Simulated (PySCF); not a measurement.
# Bi³⁺ (bismuth, charge +3) across methods

[Xe] 4f14 5d10 6s2, closed-shell 1S. All numbers are calculated (PySCF 2.14, scalar relativity by spin-free X2C-1e, in x2c-QZVPPall (16s10p9d6f1g, 142 functions)).

```tsv
method	E (hartree)	mean ε 5p (eV)	mean ε 5d (eV)	mean ε 6s (eV)	Σ⟨r²⟩ (bohr²)	⟨S²⟩
PBE0	-21533.62	-129.47	-57.297	-40.930	41.11	0.000
LDA	-21521.05	-124.55	-54.982	-40.393	41.14	0.000
PBE	-21533.93	-124.30	-54.749	-39.916	41.15	0.000
r2SCAN	-21533.86	-126.69	-55.525	-40.099	41.06	0.000
```

(1) Estimate the same row for UHF.

Spin-orbit coupling, which splits the p, d and f shells strongly at this Z, is absent.

Answers

(1) E (hartree) = -21527.76382; mean ε 5p (eV) = -143.55; mean ε 5d (eV) = -63.631; mean ε 6s (eV) = -42.898; Σ⟨r²⟩ (bohr²) = 41.30; ⟨S²⟩ = 0.000.
